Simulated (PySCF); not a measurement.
Property card for `FC(F)O[C@H]1CC[SiH2]O1`

Compound: C₄H₈F₂O₂Si.
Geometry (PBE0-D3(BJ)/def2-SVP, Å), atoms numbered from 1 in this order:
```
atom  x, y, z in Å
F1     3.2258    0.5201   -0.3787
C2     2.3761    0.4388    0.6699
F3     3.0307   -0.1250    1.6844
O4     1.3286   -0.3691    0.3646
C5     0.3476    0.2135   -0.4759
C6    -0.6862   -0.8687   -0.7611
C7    -1.5595   -1.0160    0.4948
Si8   -1.5770    0.7601    1.1308
O9    -0.2694    1.2827    0.1742
H10    2.0627    1.4620    0.9397
H11    0.8334    0.5973   -1.3884
H12   -0.1840   -1.8030   -1.0516
H13   -1.2942   -0.5322   -1.6156
H14   -1.0672   -1.6651    1.2355
H15   -2.5478   -1.4429    0.2745
H16   -2.7810    1.5659    0.7796
H17   -1.2860    0.9201    2.5837
```

Some functional groups and rings: ether, C–F bond, Si–H bond and C–Si bond.

**PBE0-D3(BJ)/def2-SVP geometry optimisation, gas phase (PySCF)**

| Item | Value |
| --- | --- |
| Point group | C1 |
| Rotational constants A, B, C | 2.748, 0.815, 0.773 GHz |

CAM-B3LYP/def2-SVPD ground state, ΔSCF and vertical TDDFT (core frozen in the response) (PySCF):

| Quantity | Value |
| --- | --- |
| Dipole moment | 3.17 D |
| HOMO energy | -10.15 eV |
| LUMO energy | 0.92 eV |
| HOMO–LUMO gap | 11.07 eV |
| Lowest singlet excitation | 7.56 eV (164 nm, f = 0.004) |
| Strongest line among the 10 lowest singlet transitions | S8 at 9.11 eV (136 nm, f = 0.057) |
| Lowest triplet excitation (Tamm–Dancoff) | 7.15 eV |
| Static isotropic polarisability | 79.4 au |
| Vertical ionisation energy | 10.93 eV |
| Electronic spatial extent ⟨r²⟩ about the centre of nuclear charge | 1522 bohr² |

From KT3/pcSseg-1 ground state and GIAO shieldings, non-relativistic (PySCF):

| Quantity | Value |
| --- | --- |
| 13C chemical shifts (computed TMS as zero) by class | 117.8 (C2), 99.6 (C5), 35.0 (C6), 6.7 (C7) ppm |
| 1H chemical shifts (computed TMS as zero) by class | 6.36 (H10), 5.60 (H11), 5.02 (H17), 4.89 (H16), 2.27 (H12), 1.57 (H13), 1.42 (H14), 0.88 (H15) ppm |
| Isotropic shieldings of nuclei other than C and H, by class | 156 (O4), 241 (O9), 268 (F1), 275 (F3), 359 (Si8) ppm |

Monoisotopic mass from the formula: 154.0262 u.

The principal polarisabilities are 71.4, 79.5 and 87.4 au; their mean is the isotropic value. S1 lies 3.51 eV below the HOMO–LUMO gap; its leading configuration is HOMO→LUMO, weight 0.82. The vertical singlet–triplet gap S1 − T1 is 0.41 eV (TDDFT singlet less Tamm–Dancoff triplet; S1: HOMO→LUMO, weight 0.82; T1: HOMO→LUMO, weight 0.77). The largest Löwdin shares of the HOMO are 0.33 on O9, 0.17 on Si8, 0.13 on H16 and 0.11 on O4. With B = h/(8π²I), that is 505.379 GHz u Å² over I, the principal moments of inertia are 183.9, 620.5 and 654.0 u Å² (most abundant isotopes).

One conformer stands for the species.
